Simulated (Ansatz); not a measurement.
In13Sb14H34⁺, a nanocrystal cut from wurtzite InSb (hydrogen-capped). Total charge 1; singlet. Geometry PBE-D4/def2-SVP, basis def2-SVP, Ansatz.

```
run  HOMO (eV)  LUMO (eV)
  A      -8.55      -4.72
  B      -7.57      -5.35
  C      -8.41      -4.75
  D      -7.77      -5.25
```

In the def2 sets In, Sb take a core potential; there is no spin–orbit coupling. Single mean-field runs in def2-SVP are fitted with def2-universal-jkfit.

Q: The runs used PBE, PBE0, r2SCAN, r2SCAN0. Estimate which is which.

A: A r2SCAN0 (25 % exact exchange); B PBE (0 % exact exchange); C PBE0 (25 % exact exchange); D r2SCAN (0 % exact exchange). Exact exchange lowers occupied and raises empty levels; among semilocal functionals meta-GGAs tend to open the gap a little, and such runs are hard to tell apart. The gap grows from 2.22 eV (PBE) to 3.83 eV (r2SCAN0).
